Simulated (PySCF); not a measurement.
PySCF input for MgO, SMILES [O]=[Mg], PBE/pcSseg-2. Geometry: r2SCAN-D4/def2-TZVPD.

```python
import numpy as np
from pyscf import gto, scf, dft
from pyscf.prop.nmr import rks as nmr

mol = gto.M(
    atom='''
    Mg    0.00000000    0.00000000   -0.69521508
    O     0.00000000    0.00000000    1.04282262
    ''',
    basis='pcSseg-2',
    charge=0,
    spin=0,
    max_memory=1600,
    verbose=3,
)
mf = dft.RKS(mol, xc='pbe')
mf.grids.level = 3
mf.conv_tol = 1e-10
mf.max_cycle = 100
mf.kernel()
n = nmr.NMR(mf)
n.verbose = 2
n.max_cycle_cphf = 60
sigma = n.kernel()
print('atom   isotropic/ppm   span/ppm')
for i, s in enumerate(sigma):
    w = np.linalg.eigvalsh((s + s.T) / 2)
    print(f'{mol.atom_symbol(i):2s}{i + 1:3d} {w.mean():14.3f} {w[2] - w[0]:11.3f}')
```

Log of the run:

```
converged SCF energy = -275.067471016182
atom   isotropic/ppm   span/ppm
Mg  1        957.365     369.485
O   2      -1628.086    3061.160
```

Self-consistency was reached.
